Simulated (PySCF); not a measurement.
## Radial density of Pd⁻ (palladium, charge -1)

r2SCAN0, [Kr] 4d10 5s1, 2S determinant. Computed with PySCF 2.14 in x2c-QZVPPall with one added diffuse shell each of s, p, d, f, g type (14s9p8d5f3g, 143 functions), with the spin-free X2C one-electron Hamiltonian (Gaussian nucleus).

```tsv
r (bohr)	4πr²ρ (e/bohr)	4πr²(ρα − ρβ)
0.0315	54.47	0.0003
0.0530	52.20	0.0003
0.0892	72.85	0.0020
0.150	56.69	-0.0143
0.252	55.40	-0.0120
0.425	39.74	0.0000
0.714	15.55	-0.0182
1.20	13.66	-0.0817
2.02	3.497	0.1386
3.40	0.6991	0.2276
5.72	0.1553	0.1183
9.62	0.03256	0.0312
16.2	0.0007110	0.0007
```

Densities and radii are taken from the X2C orbitals without a picture-change correction, which distorts them close to the nucleus.

At r2SCAN0 the highest occupied level has a positive energy, so only the finite basis holds that electron; in a semilocal or global hybrid functional this comes from self-interaction and does not mean that the real anion is unbound.

Problem. Where is the radial spin density 4πr²(ρα − ρβ) most negative, and why is it negative at all?

Solution. Around r = 1.20 bohr, down to -0.0817 e/bohr: exchange with the open shell polarises the paired shells in an unrestricted calculation.
